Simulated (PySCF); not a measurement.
HOSi, SMILES O=[SiH], multiplicity 2.

The structure is a stationary point at PBE-D3(BJ)/def2-TZVPD. The isomer is the one that the SMILES or the coordinates give; other isomers of the formula were not compared.

Method: PBE-D3(BJ)/def2-TZVPD in PySCF.

Frequencies are harmonic and unscaled.

Computed harmonic wavenumbers and intensities:
```tsv
mode	ν (cm⁻¹)	IR (km/mol)	moving atoms (share of kinetic energy)
1	585	11.5	H 86 %
2	1127	20.8	O 64 %, Si 35 %
3	1845	68.6	H 96 %
```
